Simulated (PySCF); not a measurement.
**How the method moves the HOMO and LUMO of `C[C@@H](BN)BF`**

Species: C₂H₈B₂FN.
Atom-mapped SMILES: `[CH3:1][C@@H:2]([BH:3][NH2:4])[BH:5][F:6]` (hydrogens: H7, H8, H9 on C1; H10 on C2; H11 on B3; H12, H13 on N4; H14 on B5)

Cartesian coordinates in Å at the PBE0-D3(BJ)/def2-SVP level; atoms count from 1:
```
atom  x, y, z in Å
C1    -1.2531    1.3536   -0.2100
C2    -0.2981    0.1882   -0.4572
B3     1.0170    0.2334    0.4528
N4     1.9664   -0.7846    0.4176
B5    -0.8575   -1.2246   -0.1734
F6    -0.2968   -2.2822   -0.7718
H7    -0.7556    2.3266   -0.3431
H8    -1.6447    1.3313    0.8191
H9    -2.1213    1.3300   -0.8871
H10    0.0982    0.1890   -1.4918
H11    1.2090    1.1632    1.2079
H12    1.8758   -1.6096   -0.1648
H13    2.8125   -0.7629    0.9704
H14   -1.7432   -1.4732    0.6184
```

Basis pcSseg-1 throughout (PySCF), one geometry. The structure is a single PBE0-D3(BJ)/def2-SVP conformer in the gas phase; no vibrational or solvent corrections.

Q: How do the orbital energies, the gap and the dipole change with the method?

A: 
```
   method                    kind  HOMO (eV)  LUMO (eV)  gap (eV)  μ (D)  SCF cycles
     BLYP                     GGA      -6.47      -1.37      5.09   1.50          14
     OPBE                     GGA      -6.52      -1.35      5.17   1.49          14
      PBE                     GGA      -6.56      -1.53      5.03   1.52          14
    B97-D                     GGA      -6.58      -1.35      5.24   1.44          14
      KT2                     GGA      -6.65      -1.56      5.09   1.44          14
      LDA                     LDA      -6.66      -1.80      4.86   1.54          13
     BP86                     GGA      -6.67      -1.58      5.09   1.49          14
      KT3                     GGA      -6.69      -1.46      5.22   1.43          14
    B97-2           global hybrid      -7.70      -0.56      7.15   1.33          12
    B3LYP           global hybrid      -7.74      -0.78      6.96   1.37          12
     PBE0           global hybrid      -7.95      -0.57      7.38   1.36          12
 mPW1PW91           global hybrid      -7.99      -0.56      7.43   1.34          12
BHandHLYP           global hybrid      -9.27       0.47      9.74   1.22          12
CAM-B3LYP  range-separated hybrid      -9.36       0.56      9.92   1.32          12
  wB97X-D  range-separated hybrid      -9.86       1.32     11.18   1.29          13
  LC-wPBE  range-separated hybrid     -10.71       1.76     12.47   1.28          12
       HF            Hartree–Fock     -11.28       3.01     14.29   1.05          10
```

The HOMO spans 4.82 eV, from BLYP down to HF, and the gap runs from 4.86 eV (LDA) to 14.29 eV (HF). Over the methods BLYP (0 %), OPBE (0 %), PBE (0 %), B97-D (0 %), KT2 (0 %), LDA (0 %), BP86 (0 %), KT3 (0 %), B97-2 (21 %), B3LYP (20 %), PBE0 (25 %), mPW1PW91 (25 %), BHandHLYP (50 %), HF (100 %), a straight line through the gap against the share of exact exchange rises by 0.92 eV for each 10 % (correlation coefficient 0.999). The dipole ranges from 1.05 D (HF) to 1.54 D (LDA). This basis has no diffuse functions.
